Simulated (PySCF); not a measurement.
Order these species by their calculated properties.

All species are isolated and taken at one optimised geometry (atoms past krypton carry core potentials, spin–orbit coupling is left out); the electronic structure was computed with PySCF and density fitting.

The conformers computed, where there is a choice (atom-mapped SMILES and torsion angles):
- `[F:1][C:2]([F:3])([F:4])[SiH2:5][C:6]([Cl:7])([Cl:8])[Cl:9]`: F1–C2–Si5–C6 -179°, C2–Si5–C6–Cl7 -60°
- `[F:1][C:2]([F:3])([F:4])[C:5]([F:6])([F:7])[C:8]([F:9])([F:10])[Br:11]`: F1–C2–C5–F6 65°, C2–C5–C8–F9 64°
- `[CH2:1]=[C:2]1[CH:3]=[CH:4][CH:5]=[C:6]1[C:7]([CH3:8])=[O:9]`: C5–C6–C7–C8 -1°

The conformers of `C1CCC2(CC1)CC2` and `C=CC1CCCCC1` aren't listed.

(1) Rank by electronic spatial extent ⟨r²⟩ about the centre of nuclear charge, lowest first (wB97X-D/def2-SVPD at PBE0-D3(BJ)/def2-SVP geometries).
A. `FC(F)(F)C(F)(F)C(F)(F)Br`
B. `FC(F)(F)[SiH2]C(Cl)(Cl)Cl`
C. `C[c+]1cc1`
D. `O1[SiH2]O[SiH2]O[SiH2]1`

(2) By how much do the two ends of that ranking differ?

(3) Rank by HOMO–LUMO gap, lowest first (wB97X-D/def2-SVPD at PBE0-D3(BJ)/def2-SVP geometries).
A. `c1c[c+]1C`
B. `FC(F)(F)[SiH2]C(Cl)(Cl)Cl`
C. `FC(F)(F)C(F)(F)C(F)(F)Br`
D. `[Br][SnH3]`
E. `C1CCC2(CC1)CC2`
F. `C=CC1CCCCC1`

(4) Rank by vertical ionisation energy, lowest first (ΔSCF wB97X-D/def2-SVPD at PBE0-D3(BJ)/def2-SVP geometries).
A. `FC([SiH2]C(Cl)(Cl)Cl)(F)F`
B. `C=C1C=CC=C1C(C)=O`
C. `[Br][SnH3]`
D. `C1CCC2(CC1)CC2`
E. `[SnH3][GeH3]`
F. `C=CC1CCCCC1`
G. `[c+]1(cc1)C`

(5) Rank by lowest triplet excitation (Tamm–Dancoff), highest first (TDA wB97X-D/def2-SVPD at PBE0-D3(BJ)/def2-SVP geometries).
A. `C=C1C=CC=C1C(C)=O`
B. `C1CCC2(CC1)CC2`
C. `O1[SiH2]O[SiH2]O[SiH2]1`
D. `C=CC1CCCCC1`
E. `FC(F)(F)[SiH2]C(Cl)(Cl)Cl`
F. `[GeH3][SnH3]`
G. `[Br][SnH3]`
H. `C[c+]1cc1`

(6) By how much do the two ends of that ranking differ?

(7) Rank by static isotropic polarisability, highest first (wB97X-D/def2-SVPD at PBE0-D3(BJ)/def2-SVP geometries).
A. `[H][Sn]([H])([H])[GeH3]`
B. `FC(F)(F)[SiH2]C(Cl)(Cl)Cl`
C. `C1(C(C)=O)C(=C)C=CC=1`
D. `C1CCC2(CC1)CC2`
E. `[H][Sn]([H])([H])[Br]`
F. `C[C+]1C=C1`
G. `O1[SiH2]O[SiH2]O[SiH2]1`

(8) By how much do the two ends of that ranking differ?

(9) Rank by smallest rotational constant, lowest first (PBE0-D3(BJ)/def2-SVP).
A. `[GeH3][SnH3]`
B. `FC(F)(F)[SiH2]C(Cl)(Cl)Cl`
C. `C[c+]1cc1`
D. `C=C1C=CC=C1C(C)=O`
E. `[SnH3][Br]`

## Answers

(1) C (248 bohr²), D (974 bohr²), A (2048 bohr²), B (2142 bohr²).

(2) By 1894 bohr², between `FC(F)(F)[SiH2]C(Cl)(Cl)Cl` and `C[c+]1cc1`.

(3) D (10.36 eV), B (11.22 eV), F (11.34 eV), C (11.59 eV), E (11.78 eV), A (12.47 eV).

(4) B (8.60 eV), F (9.33 eV), D (9.47 eV), E (9.93 eV), C (10.53 eV), A (10.99 eV), G (18.43 eV).

(5) B (7.78 eV), C (7.39 eV), H (6.50 eV), F (6.02 eV), E (5.77 eV), G (5.32 eV), D (4.52 eV), A (2.23 eV).

(6) By 5.55 eV, between `C1CCC2(CC1)CC2` and `C=C1C=CC=C1C(C)=O`.

(7) C (99.9 au), B (93.1 au), D (89.7 au), A (80.4 au), G (76.8 au), E (63.9 au), F (36.6 au).

(8) By 63.3 au, between `C=C1C=CC=C1C(C)=O` and `C[c+]1cc1`.

(9) B (0.539 GHz), D (0.980 GHz), A (1.493 GHz), E (1.638 GHz), C (5.470 GHz).
